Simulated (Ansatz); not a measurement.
Total energies of C₂H₆Ge₂ (`[GeH3][C]#[C][GeH3]`).

```tsv
atom	x (Å)	y (Å)	z (Å)
Ge1	-1.838	0.861	1.470
C2	-0.445	0.209	0.355
C3	0.444	-0.208	-0.356
Ge4	1.838	-0.861	-1.470
H5	-2.049	2.350	1.174
H6	-3.119	0.074	1.169
H7	-1.428	0.665	2.934
H8	2.625	0.332	-2.025
H9	1.215	-1.665	-2.617
H10	2.757	-1.758	-0.633
```

Total charge 0; spin multiplicity 1. Correlated methods include outer-core shells of Ge, which these sets cover unevenly. Scalar relativity is left out up to krypton. The geometry is a stationary point of PBE0-D4/def2-TZVP. Basis def2-TZVPP, Ansatz 0.2.0.

RPA on PBE orbitals: Hartree–Fock energy of these orbitals -4229.85349 Eh, correlation -1.33558 Eh (frozen core).

```
functional  energy without D4 (Eh)  D4 term (kJ/mol)
    r2SCAN             -4233.71101              -4.7
   ωB97X-V             -4233.37722                 –
```

(1) Give the same for LDA (SPW92), PBE, revPBE, BLYP, B97M-V, PBE0, B3LYP, r2SCANh, r2SCAN0, HSE06 (plane-wave form), BHLYP, CAM-B3LYP, LC-ωPBE, ωB97M-V, B2PLYP, PBE-QIDH. (Best estimate.)

B3LYP takes the VWN-RPA correlation (the form of Gaussian; ORCA's B3LYP/G). HSE06 is the plane-wave form, built on full-range PBE exchange. The double hybrids freeze the cores in their second-order part.

Answers

(1) Ansatz gave: 
| functional | energy without D4 (Eh) | D4 term (kJ/mol) |
| --- | --- | --- |
| LDA (SPW92) | -4226.69292 | – |
| PBE | -4233.03106 | -19.1 |
| revPBE | -4233.43488 | -53.7 |
| BLYP | -4233.85001 | -41.5 |
| B97M-V | -4233.01324 | – |
| PBE0 | -4233.15163 | -16.3 |
| B3LYP | -4233.88149 | -31.1 |
| r2SCANh | -4233.69123 | -5.1 |
| r2SCAN0 | -4233.66336 | -5.6 |
| HSE06 (plane-wave form) | -4233.14745 | -15.3 |
| BHLYP | -4233.69041 | -25.2 |
| CAM-B3LYP | -4233.97478 | -16.8 |
| LC-ωPBE | -4233.17473 | – |
| ωB97M-V | -4233.50096 | – |
| B2PLYP | -4232.97295 | – |
| PBE-QIDH | -4232.48873 | – |

LC-ωPBE has ω = 0.4 bohr⁻¹.
